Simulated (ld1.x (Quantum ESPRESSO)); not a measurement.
# Building the PAW potential for nickel (Ni) (LDA (PZ), scalar-relativistic).

ld1.x (Quantum ESPRESSO) 7.5 input, shortened:

```
&input
   title='Ni', zed=28., rel=1, dft='PZ', iswitch=3,
   config='[Ar] 3d8 4s1.5 4p0.5 4f-2'
 /
 &inputp
   pseudotype=3, lpaw=.true., tm=.true., lloc=-1, rcloc=0.95,
   nlcc=.true., new_core_ps=.true.,
   which_augfun='BESSEL', rmatch_augfun=1.10
 /
8
3S  1  0   2.00   0.00  1.00  1.30  0.0
4S  2  0   1.50   0.00  1.00  1.30  0.0
3P  2  1   6.00   0.00  1.25  1.30  0.0
4P  3  1   0.50   0.00  1.25  1.30  0.0
3D  3  2   8.00   0.00  1.20  1.30  0.0
3D  3  2   0.00   1.25  1.20  1.30  0.0
4F  4  3  -2.00   0.35  1.15  1.25  0.0
4F  4  3  -2.00   0.75  1.15  1.25  0.0
 &test
   configts(1)='3s2 3p6 3d8 4s1.5 4p0.5'
 /
```

All-electron outer shells of the reference configuration (LDA (PZ), scalar-relativistic, ld1.x):

```csv
shell,level (eV),outermost node (bohr),outermost maximum (bohr)
2s,-980.82,0.07,0.21
2p,-845.15,–,0.16
3s,-111.53,0.30,0.64
3p,-72.29,0.27,0.65
3d,-10.14,–,0.63
4s,-6.53,0.92,2.21
4p,-1.85,1.00,3.06
```

Calculated quality:

```json
{"Largest excitation error": "+154 meV (all-electron minus pseudo) for 3s2 3p6 3d6 4s0 4p0, out of 7 test configurations", "Lowest eigenvalue of the overlap operator": "-1.26 (p channel); it is negative, so in a basis up to 400 Ry S is not positive definite and the file is unfit for use"}
```

The ghost test of this file was not conclusive. Its overlap operator is not positive definite in a basis up to 400 Ry (lowest eigenvalue p -1.26, f -0.88), so the file is unfit for use: the generalised eigenproblem breaks down once the basis is large enough, and its test numbers describe a broken file.

Generation and tests took about 4.5 s on one core of a shared server CPU.
